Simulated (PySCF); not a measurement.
CH6N, SMILES [NH3+]C, charge +1. Coordinates come from a PBE0-D3(BJ)/def2-TZVP optimisation. The isomer is the one that the SMILES or the coordinates give; other isomers of the formula were not compared.

These are PySCF with PBE0-D3(BJ)/def2-TZVP values and carry that method's errors.

Harmonic wavenumbers (cm⁻¹): 301, 915, 915, 970, 1281, 1281, 1463, 1494, 1494, 1531, 1669, 1669, 3101, 3207, 3207, 3425, 3502, 3502. Rotational constants (GHz): 84.84, 20.30, 20.30; symmetry number 3.

Problem. Work out the zero-point energy and the ideal-gas rigid-rotor harmonic-oscillator thermochemistry at 298.15 K and 1 atm.

Solution. ZPE = ½ Σ hcν = ½ × 34927 cm⁻¹ = 208.91 kJ/mol. H − E(el) = 220.43 kJ/mol. Entropy in J/(mol K): translation 152.00, rotation 73.54, vibration 7.95, total 233.48. G − E(el) = 150.82 kJ/mol. Cp = 48.93 J/(mol K).
